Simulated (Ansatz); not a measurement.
C₆H₁₅GeN, SMILES `C=C[N]([GeH3])C(C)(C)C`, charge 0, multiplicity 1.

Give a relaxed structure at PBE0-D4/def2-TZVP (Ansatz). (Estimate.)

The calculation gave: 
Cartesian coordinates in Å:
```
C 1.521 -1.714 -1.871
C 0.715 -1.344 -0.872
N 0.478 -0.066 -0.407
Ge 1.849 1.181 -0.518
C -0.697 0.153 0.463
C -1.054 1.636 0.453
C -0.395 -0.299 1.891
C -1.908 -0.606 -0.082
H 1.645 -2.764 -2.096
H 2.072 -1.007 -2.480
H 0.178 -2.127 -0.342
H 1.576 2.205 -1.634
H 3.134 0.402 -0.808
H 1.972 1.928 0.823
H -0.261 2.255 0.878
H -1.950 1.804 1.054
H -1.257 1.977 -0.565
H -1.264 -0.161 2.540
H 0.436 0.275 2.309
H -0.121 -1.356 1.913
H -1.800 -1.688 0.002
H -2.071 -0.359 -1.133
H -2.798 -0.323 0.484
```
This is one stationary point; other conformers may exist.
